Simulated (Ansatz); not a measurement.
Stepwise reaction of `[CH3][Ti]([CH3])([CH3])[F]` with hydrogen fluoride, as a gas-phase model of exchange steps in deposition or etching. ΔE in kJ/mol; ΔG adds harmonic PBE0-D4 terms to CCSD(T)/CBS, at 1 bar.

Isolated molecules relaxed with PBE0-D4/def2-TZVP in Ansatz; ΔE leaves out vibrations. CCSD(T)/CBS is the MP2 limit (def2-TZVPP, def2-QZVPP) plus CCSD(T) − MP2 in def2-TZVPP, frozen cores. This one scheme is used for every species. Functionals use def2-TZVPP. B3LYP here is the variant with VWN-RPA as its local correlation; programs differ in this. For Ti outer-core shells are correlated without core-valence functions, which leaves a few kJ/mol of doubt a bond. Scalar relativity is left out up to krypton.

| step | reaction | PBE-D4 | B3LYP-D4 | ωB97M-V | CCSD(T)/CBS | ΔG(400 K) |
| --- | --- | --- | --- | --- | --- | --- |
| 1 | `[CH3][Ti]([CH3])([CH3])[F]` + H–F → `[CH3][Ti]([CH3])([F])[F]` + CH₄ | -231.8 | -234.3 | -231.3 | -220.8 | -206.2 |
| 2 | `[CH3][Ti]([CH3])([F])[F]` + H–F → `[CH3][Ti]([F])([F])[F]` + CH₄ | -218.0 | -218.2 | -214.1 | -202.8 | -186.8 |

Task: Give the row of step 3, `[CH3][Ti]([F])([F])[F]` + H–F → `[F][Ti]([F])([F])[F]` + CH₄. (Estimate.)

Result: Ansatz gave: 
| step | reaction | PBE-D4 | B3LYP-D4 | ωB97M-V | CCSD(T)/CBS | ΔG(400 K) |
| --- | --- | --- | --- | --- | --- | --- |
| 3 | `[CH3][Ti]([F])([F])[F]` + H–F → `[F][Ti]([F])([F])[F]` + CH₄ | -199.1 | -196.4 | -191.6 | -176.5 | -160.9 |

Task: By hand: ΔE of the 3 steps together at CCSD(T)/CBS.

Result: (-220.8) + (-202.8) + (-176.5) = -600.1 kJ/mol, or -200.0 kJ/mol a step.

In ΔE each step is higher than the one before. All are downhill at CCSD(T)/CBS. ΔG lies between -206.2 and -160.9 kJ/mol a step. PBE-D4 differs from CCSD(T)/CBS by -22.6 to -11.0 kJ/mol a step. Isolated molecules leave out the surface, adducts and barriers. Largest T1 diagnostic: 0.023.
